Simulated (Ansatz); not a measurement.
Pulling on the C4–H7 bond in C2H6Te (SMILES CC[TeH]) (multiplicity 1 held, fragments rigid). Energies count from the point at 1.090 Å.
Geometry at that point (charge 0, multiplicity 1):
```xyz
9

Te    -0.44138    -0.15496     0.45191
H     -1.52418    -0.01189    -0.80339
C      1.28067    -0.19807    -0.88149
C      1.48408     1.08238    -1.67198
H      1.15128    -1.06511    -1.52491
H      2.11709    -0.39946    -0.21240
H      1.60691     1.94173    -1.01244
H      0.63485     1.28423    -2.32608
H      2.37746     1.00278    -2.29931
```

Signs of static correlation in def2-SVP, with CASSCF(2,2), from Ansatz (a program for electronic structure) runs.

```csv
R (Å),T1 of restricted CCSD,⟨S²⟩ of UHF,largest double amplitude of restricted CCSD,weight of the CASSCF reference in MRCISD,CASSCF natural occupations
0.872,0.009,0.000,0.050,0.874,1.99 0.01
0.981,0.009,0.000,0.050,0.873,1.99 0.01
1.090,0.009,0.000,0.050,0.873,1.98 0.02
1.199,0.009,0.000,0.050,0.873,1.98 0.02
1.308,0.010,0.000,0.049,0.873,1.97 0.03
1.472,0.010,0.000,0.048,0.873,1.94 0.06
1.635,0.012,0.000,0.065,0.873,1.91 0.09
1.908,0.016,0.537,0.116,0.873,1.83 0.17
2.180,___,0.797,0.266,0.873,1.71 0.29
2.507,0.033,0.926,0.279,0.873,1.53 0.47
2.944,___,0.985,0.584,0.874,1.31 0.69
3.489,0.060,1.004,0.773,0.874,1.15 0.85
```

Task: Complete the blanks.

Result: 
- 2.180, T1 of restricted CCSD: 0.022
- 2.944, T1 of restricted CCSD: 0.047

Doubts at one or more of the structures used: a restricted determinant that unrestricted orbitals would lower (R-CCSD(T)/def2-SVP); other coupled-cluster roots lie near (R-CCSD(T)/def2-SVP); T1 above 0.05 (R-CCSD(T)/def2-SVP, U-CCSD(T)/def2-SVP); a spin-contaminated determinant (U-CCSD(T)/def2-SVP).
